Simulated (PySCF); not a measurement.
Computed Raman spectrum (relative Raman activity) of a molecule C3H6FNSi. Geometry: TPSSh-D3(BJ)/def2-SVP. The values are those of a single conformer. Level of theory: PySCF 2.14.0 with TPSSh-D3(BJ)/def2-SVP. Frequencies are harmonic and unscaled.

Lines under 2 % of the strongest are left out, and lines within 2 cm⁻¹ are merged.

ν (cm⁻¹): 509 (w), 563 (vw), 618 (w), 635 (w), 686 (vw), 749 (w), 932 (vw), 958 (w), 1003 (vw), 1240 (vw), 1324 (vw), 1337 (w), 1436 (w), 1654 (vw), 2246 (s), 2282 (s), 3038 (s), 3082 (s), 3095 (s), 3109 (vs) (against the strongest line: vs over 80 %, s over 45 %, m over 15 %, w over 4 %, vw less)

Identify the compound among the candidates.
A) CN1C=C[Si@H]1F
B) N[Si@@H]1CC=C1F
C) F[C@@H]1CN=C[SiH2]1
D) NC=C=C(F)[SiH3]

C, F[C@@H]1CN=C[SiH2]1
